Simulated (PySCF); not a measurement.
An unknown is described by computed data only.

Elements present: C, H and O. Monoisotopic mass: 102.0681 u.

| Item | Value |
| --- | --- |
| Rotational structure | rotational constants A, B, C: 6.769, 1.401, 1.301 GHz [PBE0-D3(BJ)/def2-TZVP] |
| 13C NMR | chemical shifts (computed TMS as zero) by class: 184.6 (1 C), 63.8 (1 C), 30.6 (1 C), 16.3 (1 C), 10.0 (1 C) ppm [GIAO PBE0/pcSseg-2] |
| Dipole | 1.74 D [PBE0/pcSseg-2] |
| 1H NMR | chemical shifts (computed TMS as zero) by class: 4.21 (2 H), 2.32 (2 H), 1.15 (3 H), 1.03 (3 H) ppm [GIAO PBE0/pcSseg-2] |
| NMR, other nuclei | isotropic shieldings of nuclei other than C and H, by class: -90 (1 O), 117 (1 O) ppm [GIAO PBE0/pcSseg-2] |

The electronic properties come from PySCF, for the isolated species, density fitting. Levels stand in brackets. The structure is a single PBE0-D3(BJ)/def2-TZVP conformer in the gas phase; no vibrational or solvent corrections. NMR values are class means; diastereotopic atoms form classes of their own.

Task: Which formula fits the mass and the elements?

Result: C5H10O2 (calculated 102.0681). No other formula that holds each of these elements comes within 0.0003 u with a fitting electron parity and a possible valence count.

Task: Give a SMILES that accounts for the data.

Result: Numbering: `[CH3:1][CH2:2][O:3][C:4](=[O:5])[CH2:6][CH3:7]`. Its formula, C5H10O2, gives 1 degree of unsaturation: 0 rings and 1 π bond in the structure found. 5 carbons fall into 5 classes; from least to most shielded: ester carbonyl carbon [C4] (184.6 ppm), sp3 carbon bound to oxygen [C2] (63.8 ppm), sp3 carbon next to a carbonyl [C6] (30.6 ppm), methyl carbon [C1] (16.3 ppm), methyl carbon [C7] (10.0 ppm). Hydrogen classes from least to most shielded: 2 H on an sp3 carbon bound to oxygen, C2 (4.21 ppm, a mean of values up to 1.3 ppm apart in this geometry), 2 H on an sp3 carbon next to a carbonyl, C6 (2.32 ppm), 3 H on a methyl carbon, C1 (1.15 ppm, a mean of values up to 0.7 ppm apart in this geometry), 3 H on a methyl carbon, C7 (1.03 ppm). The other shieldings belong to: -90 ppm, ester carbonyl oxygen [O5]; 117 ppm, ester single-bonded oxygen [O3]. The optimised geometry has point group C1 and is an asymmetric top. Structure: ethyl propanoate, `CCOC(=O)CC`. Computed isomers that give other values at the same levels: `COC(=O)C(C)C` (rotational constant A: 4.822 GHz; this holds for the one conformer computed); `CCCCOC=O` (13C chemical shifts (computed TMS as zero) by class: 169.7 (1 C), 69.9 (1 C), 35.5 (1 C), 23.3 (1 C), 16.9 (1 C) ppm); `CCCC(=O)OC` (rotational constant A: 6.121 GHz; this holds for the one conformer computed). The assignments are read from this structure; whether some other isomer fits the data as well wasn't checked.

Shape of the structure used: `[CH3:1][CH2:2][O:3][C:4](=[O:5])[CH2:6][CH3:7]`: C1–C2–O3–C4 85°, C2–O3–C4–O5 1°, O3–C4–C6–C7 179°.
